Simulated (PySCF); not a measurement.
**Static response to an electric field**

Species: n-SiGeSiSiSiH12.
Structure used (PBE0-D3(BJ)/def2-SVP), in Å, numbered top down from 1:
```
atom  x, y, z in Å
Si1    1.7185    1.5390   -1.1277
Ge2    0.3706    1.8220    0.8176
Si3   -1.7279    0.7486    0.4345
Si4   -1.2791   -1.2816   -0.6487
Si5    0.2133   -2.5060    0.6822
H6     0.9570    1.9837   -2.3352
H7     2.9848    2.3275   -1.0343
H8     2.0593    0.0920   -1.2847
H9     0.1750    3.3180    1.1346
H10    1.0706    1.1620    2.0230
H11   -2.4461    0.5009    1.7243
H12   -2.5810    1.6262   -0.4272
H13   -2.5291   -2.0687   -0.8914
H14   -0.6407   -0.9799   -1.9699
H15    0.6728   -3.7558    0.0027
H16   -0.4533   -2.8703    1.9706
H17    1.4068   -1.6582    0.9899
```

Level: PBE0/def2-SVPD (PySCF), static field, nuclei fixed, core orbitals frozen in the response. The polarisability tensor in these axes (au):

```
x   159.01   5.13  -4.72
y     5.13 169.23   1.27
z    -4.72   1.27 142.35
```

Task: What are the eigenvalues, a third of the trace, and Δα (Δα² = ½Σ(αi − αj)² over the three pairs)?

Result: Principal values 140.86, 158.35 and 171.38 au; mean 156.86 au = 23.24 Å³ = 25.86 × 10⁻⁴⁰ C²·m²/J; Δα = 26.52 au (17 % of the mean).

Task: What is the dipole moment?

Result: 0.10 D at this geometry.

Task: What would n − 1 = 2πNα be for an ideal gas of these molecules at 273.15 K and 1 atm, electronic part alone?

Result: N = p/kT = 2.6868 × 10¹⁹ cm⁻³, so n − 1 = 2π × N × 23.24 × 10⁻²⁴ cm³ = 3924 × 10⁻⁶ at long wavelengths.

Task: Give the eigenvalues of the traceless quadrupole moment Θ = ½Σq(3rr − r²1), origin at the centre of nuclear charge.

Result: -0.42, -0.21, 0.63 D·Å. The values depend on the origin, since the dipole doesn't vanish. The electronic extent ⟨r²⟩ about the same centre is 2055 bohr², a root-mean-square distance of 2.40 Å for the 100 electrons.

Task: Rayleigh depolarisation ratio (linearly polarised light, static tensor)?

Result: ρ = 3Δα²/(45ᾱ² + 4Δα²) = 2109.6/(1107278 + 2812.9) = 0.0019.

One conformer (not necessarily the lowest) at the PBE0-D3(BJ)/def2-SVP geometry, without solvent, vibrations or thermal averaging. The calculation is non-relativistic, for germanium too.
